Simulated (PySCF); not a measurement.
lithium atom (Li), doublet. Base run: R2SCAN/aug-cc-pVDZ in PySCF.

The PySCF input:
```python
from pyscf import gto, scf, dft

mol = gto.Mole()
mol.atom = '''
    Li    0.000000    0.000000    0.000000
'''
mol.basis = 'aug-cc-pvdz'
mol.charge = 0
mol.spin = 1
mol.verbose = 4
mol.build()

mf = dft.UKS(mol)
mf.xc = 'r2scan'
mf.kernel()
mf.analyze()
```

Each row names what was changed in the base input (with any setting that the change needs).

```
change                             ΔE vs base (mEh)  fitting functions        outcome
---------------------------------  ----------------  -----------------  -------------
base                                          0.000                  -      converged
auxbasis = autoaux                           -0.002                144      converged
auxbasis = cc-pvqz-jkfit                          -                  -  input refused
auxbasis = cc-pvtz-ri                        -0.006                 81      converged
auxbasis = even-tempered beta=3.0            -0.006                 64      converged
auxbasis = def2-tzvp-ri                      -0.029                 39      converged
auxbasis = def2-universal-jfit                0.000                 49      converged
auxbasis = def2-universal-jkfit              -0.004                 51      converged
auxbasis = def2-svp-ri                      -21.065                 25      converged
auxbasis = cc-pvtz-jkfit                          -                  -  input refused
```

A fitting set is made for a task (jfit for Coulomb, jkfit for Coulomb and exchange, ri for correlation) and for a family of orbital bases.

Open shells are given as the SCF converged; they aren't shown to be the lowest states, and a large step between rows can be another state.

- auxbasis = cc-pvqz-jkfit: ended with `pyscf.lib.exceptions.BasisNotFoundError: Basis set not found for Li in cc-pvqz-jkfit`
- auxbasis = cc-pvtz-jkfit: ended with `pyscf.lib.exceptions.BasisNotFoundError: Basis set not found for Li in cc-pvtz-jkfit`
